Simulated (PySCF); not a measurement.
# PySCF run on HBr⁺

Input:

```python
from pyscf import gto, dft

mol = gto.M(
    atom='H 0 0 0; Br 0 0 1.381',
    basis='cc-pvtz',
    charge=1,
    spin=1,
    verbose=4,
)
mf = dft.UKS(mol, xc='mn15')
mf.kernel()
g = mf.nuc_grad_method()
g.grid_response = True
g.kernel()
mf.dip_moment()
print('orbital energies (hartree):', [e[max(0, n-3):n+3].round(4) for e, n in zip(mf.mo_energy, mol.nelec)])
```

```bash
$ OMP_NUM_THREADS=1 python input.py
```

Output (some set-up lines and the per-cycle HOMO/LUMO lines with their warnings removed):

```
PySCF version 2.14.0

[INPUT] verbose = 4
[INPUT] num. atoms = 2
[INPUT] num. electrons = 35
[INPUT] charge = 1
[INPUT] spin (= nelec alpha-beta = 2S) = 1
[INPUT] symmetry False subgroup None
[INPUT] Mole.unit = angstrom
[INPUT] Symbol           X                Y                Z      unit          X                Y                Z       unit  Magmom
[INPUT]  1 H      0.000000000000   0.000000000000   0.000000000000 AA    0.000000000000   0.000000000000   0.000000000000 Bohr   0.0
[INPUT]  2 Br     0.000000000000   0.000000000000   1.381000000000 AA    0.000000000000   0.000000000000   2.609711778024 Bohr   0.0

nuclear repulsion = 13.4114427097755
number of shells = 16
number of NR pGTOs = 127
number of NR cGTOs = 57
basis = cc-pvtz
ecp = {}

******** <class 'pyscf.dft.uks.UKS'> ********
method = UKS
initial guess = minao
damping factor = 0
level_shift factor = 0
DIIS = <class 'pyscf.scf.diis.CDIIS'>
diis_start_cycle = 1
diis_space = 8
diis_damp = 0
SCF conv_tol = 1e-09
SCF conv_tol_grad = None
SCF max_cycles = 50
direct_scf = True
direct_scf_tol = 1e-13
number electrons alpha = 18  beta = 17
XC library pyscf.dft.libxc version 7.0.0
    S. Lehtola, C. Steigemann, M. J.T. Oliveira, and M. A.L. Marques.,  SoftwareX 7, 1–5 (2018)
XC functionals = mn15
    H. S. Yu, X. He, S. L. Li, and D. G. Truhlar.,  Chem. Sci. 7, 5032-5051 (2016)
    H. S. Yu, X. He, S. L. Li, and D. G. Truhlar.,  Chem. Sci. 7, 5032-5051 (2016)
radial grids:
    Treutler-Ahlrichs [JCP 102, 346 (1995); DOI:10.1063/1.469408] (M4) radial grids

becke partition: Becke, JCP 88, 2547 (1988); DOI:10.1063/1.454033
pruning grids: <function nwchem_prune>
grids dens level: 3
symmetrized grids: False
atomic radii adjust function: <function treutler_atomic_radii_adjust>
small_rho_cutoff = 0
Set gradient conv threshold to 3.16228e-05
tot grids = 30232
init E= -2574.02906197688

cycle= 1 E= -2574.65008064128  delta_E= -0.621  |g|= 0.386  |ddm|= 1.14
cycle= 2 E= -2574.6859602745  delta_E= -0.0359  |g|= 0.285  |ddm|= 0.404
cycle= 3 E= -2574.70124612575  delta_E= -0.0153  |g|= 0.0162  |ddm|= 0.15
cycle= 4 E= -2574.70138378104  delta_E= -0.000138  |g|= 0.00518  |ddm|= 0.0227
cycle= 5 E= -2574.7013998187  delta_E= -1.6e-05  |g|= 0.00182  |ddm|= 0.00501
cycle= 6 E= -2574.70140184554  delta_E= -2.03e-06  |g|= 0.000329  |ddm|= 0.00156
cycle= 7 E= -2574.70140196492  delta_E= -1.19e-07  |g|= 8.5e-05  |ddm|= 0.000457
cycle= 8 E= -2574.70140197623  delta_E= -1.13e-08  |g|= 2.17e-05  |ddm|= 0.000159
cycle= 9 E= -2574.70140197713  delta_E= -9.07e-10  |g|= 3.4e-06  |ddm|= 5.09e-05
Extra cycle  E= -2574.70140197715  delta_E= -1.59e-11  |g|= 1.43e-06  |ddm|= 5.44e-06
converged SCF energy = -2574.70140197715  <S^2> = 0.75367719  2S+1 = 2.0036738

******** <class 'pyscf.grad.uks.Gradients'> for <class 'pyscf.dft.uks.UKS'> ********
unit = Eh/Bohr
grid_response = True
--------------- UKS gradients ---------------
         x                y                z
0 H     0.0000000000     0.0000000000     0.0326102365
1 Br    -0.0000000000    -0.0000000000    -0.0326102365
----------------------------------------------

WARN: System has nonzero charge 1; the dipole moment is origin-dependent.
Location of origin: [0. 0. 0.]

Dipole moment(X, Y, Z, Debye): -0.00000, -0.00000,  5.07398
orbital energies (hartree): [array([-0.8263, -0.7431, -0.6954, -0.2504, -0.0511,  0.0044]), array([-1.1642, -0.8106, -0.6784, -0.5054, -0.2444, -0.0308])]
```

In short: E(SCF) = -2574.701402 Eh, 9 cycles, ⟨S²⟩ = 0.754, gradient on the second atom -0.0326 Eh/bohr.

Run time: 9 s on 1 thread of Arm Neoverse V1 (shared host), peak memory 0.28 GiB.

The bond length is a typed value, not an optimised one. The dipole of an ion depends on the origin. No search for the lowest solution was made.
